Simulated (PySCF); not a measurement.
`C=COCC(=C)C#N`, C₆H₇NO

Geometry:
| atom | x (Å) | y (Å) | z (Å) |
| --- | --- | --- | --- |
| C1 | 2.579 | -0.581 | -0.741 |
| C2 | 1.970 | -0.540 | 0.432 |
| O3 | 0.677 | -0.241 | 0.707 |
| C4 | -0.156 | 0.073 | -0.382 |
| C5 | -1.548 | 0.377 | 0.108 |
| C6 | -1.923 | 0.348 | 1.384 |
| C7 | -2.471 | 0.710 | -0.914 |
| N8 | -3.215 | 0.979 | -1.744 |
| H9 | 3.620 | -0.837 | -0.795 |
| H10 | 2.090 | -0.368 | -1.675 |
| H11 | 2.488 | -0.759 | 1.356 |
| H12 | 0.235 | 0.948 | -0.927 |
| H13 | -0.199 | -0.770 | -1.090 |
| H14 | -1.217 | 0.095 | 2.155 |
| H15 | -2.933 | 0.575 | 1.678 |

Computed with GIAO B3LYP/pcSseg-1 magnetisability, rotational g tensor and spin-rotation constants, non-relativistic, gas phase in PySCF 2.14.0. Geometry: GFN2-xTB.

What are the magnetisability and the molar susceptibility?

Isotropic -1067 × 10⁻³⁰ J/T², or -64.2 × 10⁻⁶ cm³/mol; principal values -1227, -1032, -940 × 10⁻³⁰ J/T², anisotropy 254 × 10⁻³⁰ J/T² (root of half the summed squared differences of the principal values). The susceptibility is in cgs units.

Split it along the inertial axes a, b, c into diamagnetic and paramagnetic parts about the centre of mass, with the quadrupole moment.


| axis | χ (10⁻⁶ cm³/mol) | diamagnetic (10⁻⁶ cm³/mol) | paramagnetic (10⁻⁶ cm³/mol) | summed x² of all electrons (Å²) | quadrupole Θ (D Å) |
| --- | --- | --- | --- | --- | --- |
| a | -59.0 | -343.1 | 284.2 | 268.3 | -8.11 |
| b | -59.8 | -1189.1 | 1129.2 | 68.9 | +6.83 |
| c | -73.9 | -1430.5 | 1356.6 | 12.0 | +1.27 |

Anisotropies 2χaa − χbb − χcc = +15.8 and 2χbb − χaa − χcc = +13.2 × 10⁻⁶ cm³/mol. Θ is traceless in Buckingham's convention.

And the rotational g tensor?


| axis | rotational constant (GHz) | g | nuclear part | electronic part |
| --- | --- | --- | --- | --- |
| a | 4.9634 | -0.0605 | 0.6021 | -0.6626 |
| b | 1.0582 | -0.0169 | 0.5445 | -0.5614 |
| c | 0.8771 | -0.0068 | 0.5522 | -0.5590 |

Asymmetric top; isotopes 12C, 1H, 14N, 16O; no vibrational averaging.
